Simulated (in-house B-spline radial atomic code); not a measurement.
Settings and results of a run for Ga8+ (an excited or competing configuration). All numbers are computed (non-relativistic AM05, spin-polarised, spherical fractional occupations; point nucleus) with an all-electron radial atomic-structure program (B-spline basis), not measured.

Command:
```bash
python run_scf.py task.json out
```
Settings:
```
Z                31
configuration    [Ar] 3d4 4s1
hamiltonian      nr
method           am05
spin_polarised   True
```

Output (hartree, bohr):
```
 radial grid: 46 intervals, B-splines of order 8, outer radius 11.954 bohr

 iter        energy (Eh)    residual
    1       -1873.931138    1.25e+00
    2       -1891.476772    6.28e-01
    3       -1895.276945    2.02e-01
    4       -1895.676504    5.81e-02
    5       -1895.703924    2.59e-02
    6       -1895.711998    8.14e-04
    7       -1895.712005    4.81e-05
    8       -1895.712005    3.15e-06
    9       -1895.712005    6.51e-08

 total energy                     -1895.71200
 kinetic                            1894.2714
 electron-nucleus                  -4369.4620
 Hartree                             644.9629
 exchange-correlation                -65.4843

 orbital      occ     eigenvalue          <r>       <r^2>       <1/r>       <r^4>       r_max
 1s up      1.000      -377.8905    0.0494921  0.00328166      30.467 2.73998e-05     0.03265
 1s down    1.000      -377.8810    0.0494915  0.00328153     30.4671 2.73959e-05     0.03265
 2s up      1.000       -53.1440     0.221767   0.0579034     6.66732   0.0057749      0.1862
 2s down    1.000       -52.9610      0.22129    0.057648     6.68339  0.00572271      0.1859
 2p up      3.000       -47.9896     0.192423   0.0452904     6.63679  0.00410217      0.1481
 2p down    3.000       -47.8529     0.191917   0.0450355     6.65078  0.00405335      0.1479
 3s up      1.000       -12.2779     0.621054    0.441006     2.29369    0.298884      0.5567
 3s down    1.000       -12.0085     0.623822    0.444803     2.27739    0.304145      0.5583
 3p up      3.000       -10.5791     0.622503    0.449781     2.20504    0.326258      0.5471
 3p down    3.000       -10.3053     0.626146    0.454908     2.18706    0.333953      0.5493
 3d up      4.000        -7.6795     0.606876    0.440132     2.02197    0.363981      0.4769
 4s up      1.000        -4.6124       1.4214     2.26408     0.96752     7.22097       1.347
```

Run time, properties included: 0.09 s on 1 thread of Intel(R) Xeon(R) 6975P-C, with other jobs on the host.
